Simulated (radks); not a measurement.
Values are calculated unless marked as measured or tabulated.
Species: Re+. Configuration: [Xe] 4f14 5d5 6s1 (the NIST ground configuration). Level of theory: non-relativistic Kohn-Sham, r2SCAN, spin-polarised, spherical densities, point nucleus; open shells are filled with parallel spins first (spin-orbit coupling, left out, can overturn this in heavy ions); meta-GGA in the generalised Kohn-Sham scheme; relativity is left out, which matters for an element this heavy (a radial shooting solver on a logarithmic mesh with Libxc functionals).

Normalised radial functions P(r) = r R(r), r in bohr:

r          4f down    5d up    6s up
0.0009077   0.0000   0.0000   0.0123
0.00123     0.0000   0.0000   0.0163
0.001667    0.0000   0.0000   0.0213
0.00226     0.0000   0.0000   0.0276
0.003062    0.0000   0.0001   0.0351
0.00415     0.0000   0.0002   0.0435
0.005625    0.0000   0.0004   0.0521
0.007623    0.0000   0.0010   0.0591
0.01033     0.0001   0.0023   0.0616
0.014       0.0003   0.0053   0.0555
0.01898     0.0009   0.0117   0.0358
0.02572     0.0027   0.0248  -0.0001
0.03485     0.0078   0.0494  -0.0481
0.04724     0.0214   0.0913  -0.0905
0.06402     0.0551   0.1516  -0.0957
0.08746     0.1335   0.2177  -0.0329
0.1185      0.2858   0.2441   0.0771
0.1606      0.5404   0.1709   0.1438
0.2177      0.8795  -0.0301   0.0638
0.2951      1.2051  -0.2747  -0.1255
0.3999      1.3642  -0.3683  -0.2044
0.542       1.2518  -0.1684  -0.0195
0.7345      0.9282   0.2477   0.2622
0.9954      0.5518   0.6444   0.3133
1.349       0.2568   0.8149   0.0170
1.828       0.0891   0.7270  -0.4097
2.478       0.0216   0.4931  -0.6537
3.358       0.0033   0.2531  -0.5878
4.551       0.0003   0.0917  -0.3330
6.168       0.0000   0.0207  -0.1129
8.36        0.0000   0.0024  -0.0208

4f down: eigenvalue -59.145 eV, 0 radial nodes, <r> = 0.561 bohr, 90 % of the charge inside 0.914 bohr. 5d up: eigenvalue -15.636 eV, 2 radial nodes at r = 0.210, 0.619 bohr, <r> = 1.78 bohr, 90 % of the charge inside 2.77 bohr. 6s up: eigenvalue -12.012 eV, 5 radial nodes at r = 0.0257, 0.0964, 0.243, 0.553, 1.37 bohr, <r> = 3.05 bohr, 90 % of the charge inside 4.42 bohr.
